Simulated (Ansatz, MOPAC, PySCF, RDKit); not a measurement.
Dimer: NH3 (SMILES N) (first 4 atoms) with HF (SMILES F); geometry from B3LYP-D3(BJ)/def2-TZVP, rigid monomers moved along the line of their centres of mass till N1···H6 is 3.02 Å.
(charge 0, multiplicity 1):
| atom | x (Å) | y (Å) | z (Å) |
|---|---|---|---|
| N | 0.0382 | 0.1766 | 0.3049 |
| H | -0.2387 | -0.7405 | -0.0275 |
| H | -0.6002 | 0.8572 | -0.0915 |
| H | 0.9652 | 0.3718 | -0.0566 |
| F | -0.0041 | 0.3264 | 4.2804 |
| H | 0.0061 | 0.2902 | 3.3190 |

Interaction energies are E(AB) − E(A) − E(B) at the monomers' geometry in the complex; basis-set methods are counterpoise corrected. Rows marked so take none. RDKit's UFF carries no charges.

Rows in STO-3G carry no dispersion term and start afresh at each structure. The state reached by PM3 isn't checked.

Codes used: Ansatz (Gaussian basis) for Hartree–Fock, density functionals and correlated methods; MOPAC for PM3 (differences of heats of formation); PySCF for STO-3G rows, the dispersion terms; RDKit for the force fields. 

Question: One of these levels gives -2.15 kcal/mol for the interaction energy. Which?
A) HF/STO-3G (no counterpoise)
B) PBE0-D3(BJ)/def2-TZVPPD
C) UFF
D) PM3

Answer: A, HF/STO-3G (no counterpoise). The others give -0.18 (UFF), -1.38 (PM3), -4.39 (PBE0-D3(BJ)/def2-TZVPPD)

Ansatz is a program for electronic structure.
